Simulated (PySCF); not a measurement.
**Electric properties by functional and basis**

BrClGaH.
Atom-mapped SMILES: `[Cl:1][GaH:2][Br:3]` (hydrogens: H4 on Ga2)

Structure used (PBE0-D3(BJ)/def2-SVP), in Å, numbered top down from 1:
```xyz
4
BrClGaH angstrom
Cl    -1.591   -1.296    0.016
Ga    -0.059    0.191    0.018
Br     2.067   -0.609   -0.027
H     -0.391    1.703    0.052
```

PySCF, dipoles from the SCF density, polarisabilities from static response with core orbitals frozen. Geometry: PBE0-D3(BJ)/def2-SVP; no solvent, vibrations or thermal averaging. Relativistic effects, spin–orbit coupling among them, are left out although an element past zinc is present.

The anisotropy is √(½[(α1 − α2)² + (α2 − α3)² + (α3 − α1)²]).

| level | μ (D) | α (Å³) | anisotropy (Å³) |
| --- | --- | --- | --- |
| PBE/def2-SVPD | 1.550 | 9.92 | 4.45 |
| B3LYP/def2-SVPD | 1.637 | 9.60 | 4.17 |
| PBE0/def2-SVPD | 1.665 | 9.43 | 4.00 |
| BHandHLYP/def2-SVPD | 1.745 | 9.12 | 3.72 |
| CAM-B3LYP/def2-SVPD | 1.715 | 9.38 | 3.94 |
| wB97X-D/def2-SVPD | 1.722 | 9.32 | 3.87 |
| LC-wPBE/def2-SVPD | 1.763 | 9.05 | 3.67 |
| PBE0/6-31G* | 1.748 | 7.39 | 4.54 |
| PBE0/def2-SVP | 1.570 | 7.11 | 4.09 |
| PBE0/aug-cc-pVDZ | 1.650 | 9.29 | 4.16 |
| PBE0/def2-TZVP | 1.607 | 8.58 | 4.26 |
| PBE0/def2-TZVPD | 1.630 | 9.53 | 4.05 |
| PBE0/aug-cc-pVTZ | 1.634 | 9.50 | 4.06 |

The dipole runs from 1.55 D (PBE/def2-SVPD) to 1.76 D (LC-wPBE/def2-SVPD). No reference polarisability is at hand; against PBE0 in the largest diffuse basis at hand (aug-cc-pVTZ) the other PBE0 rows deviate by 6-31G* -22%, def2-SVP -25%, aug-cc-pVDZ -2%, def2-SVPD -1%, def2-TZVP -10%, def2-TZVPD 0%. In one basis (def2-SVPD) the functionals order the polarisability from LC-wPBE (lowest) to PBE (highest), a spread of 10%. With PBE0 the polarisability is 7.69 Å³ without diffuse functions (mean of 6-31G*, def2-SVP and def2-TZVP) and 9.44 Å³ with them (mean of aug-cc-pVDZ, def2-SVPD, def2-TZVPD and aug-cc-pVTZ).
